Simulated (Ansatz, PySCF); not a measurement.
Species: MgBr₂ (charge +1, doublet). 
Coordinates optimised at B3LYP-D3(BJ)/def2-TZVP (Ansatz, a quantum-chemistry and plane-wave program):
```
Mg
Br 1 2.3940
Br 1 2.3940 2 180.00
```
Charge +1, spin multiplicity 2.

Total electronic energies in hartree. Cores are frozen in the correlated levels unless marked. UHF or UKS for open shells. Spin-orbit coupling is left out. Frozen are the shells of the preceding noble gas and the d and f shells that filled before the atom's block. No relativistic terms. CBS marks a two-point X^-3 extrapolation of the correlation energy; Hartree-Fock from the larger set. The bracket is a focal-point correction in the basis named.

```
level                                                                 program  energy (Eh)
-------------------------------------------------------------  --------------  -----------
HF/6-31G*                                                              Ansatz  -5343.61431
HF/def2-TZVPP                                                          Ansatz  -5344.24875
BP86-D4/def2-TZVPD                                              PySCF + dftd4  -5348.73673
BP86/def2-TZVPD                                                         PySCF  -5348.73382
TPSS/def2-TZVPD                                                         PySCF  -5348.01087
TPSS-D4/def2-TZVPD                                              PySCF + dftd4  -5348.01345
M06-L-D4/def2-TZVPD                                             PySCF + dftd4  -5347.98641
r2SCAN-D4/def2-TZVPD                                           Ansatz + dftd4            ?
B3LYP-D3(BJ)/def2-TZVPD                                        Ansatz + dftd3  -5348.24988
PBE0/def2-QZVPP                                                        Ansatz  -5347.57765
TPSSh-D3(BJ)/def2-TZVPD                                         PySCF + dftd3  -5348.01567
TPSSh/def2-TZVPD                                                        PySCF  -5348.01243
PW6B95-D3(BJ)/def2-TZVPD                                        PySCF + dftd3  -5350.63136
HSE06-D3(BJ)/def2-TZVPD                                        Ansatz + dftd3  -5347.47080
CAM-B3LYP-D3(BJ)/def2-TZVPD                                    Ansatz + dftd3  -5348.40682
CAM-B3LYP-D4/def2-TZVPD                                        Ansatz + dftd4  -5348.40583
MP2/6-31G*                                                             Ansatz  -5343.84010
MP2/def2-SVP                                                           Ansatz  -5343.77590
MP2/def2-TZVPPD                                                        Ansatz  -5344.56009
SCS-MP2/def2-SVP                                                       Ansatz  -5343.76978
CCSD/6-31G*                                                            Ansatz  -5343.86650
CCSD/def2-SVPD                                                         Ansatz  -5343.81598
RI-MP2/CBS(def2-TZVPPD,def2-QZVPPD)+[CCSD(T)-MP2]/def2-TZVPPD          Ansatz   -5344.7758
```

Question: Complete the blanks.

Answer: 
- r2SCAN-D4/def2-TZVPD, energy (Eh): -5348.11803
